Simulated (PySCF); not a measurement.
## From a computed spectrum to the compound

A species of 4 atoms with charge 3 has these harmonic modes (PBE0, small Gaussian bases with core potentials, PySCF 2.14.0):

| cm⁻¹ | km/mol | symmetry |
| --- | --- | --- |
| 271 | 82.2 | π |
| 271 | 82.2 | π |
| 407 | 33.4 | σ+ |
| 873 | 11.6 | π |
| 873 | 11.6 | π |
| 2141 | 826.8 | σ+ |
| 3149 | 218.3 | σ+ |

(1) Which species is it, and in which structure?

## Answers

(1) [Ho(HCN)]3+ (singlet in the valence; each metal's 4f electrons, 10 of them, lie in its core potential, out of spins and levels):
```xyz
4

Ho    0.0000    0.0000   -0.3934
N     0.0000    0.0000    1.7984
C     0.0000    0.0000    2.9650
H     0.0000    0.0000    4.0821
```
Ideal gas at 298.15 K and 1 bar: S = 279.3 J/(mol K), Cp = 54.2 J/(mol K), H − H(0 K) = 12.2 kJ/mol (rigid rotor, harmonic modes, spin degeneracy alone, that of the 4f electrons in the core included). An lcecp potential fixes the number of 4f electrons, so in runs with it no electron can move into or out of that shell.
 Other answers can fit too; this one was computed.
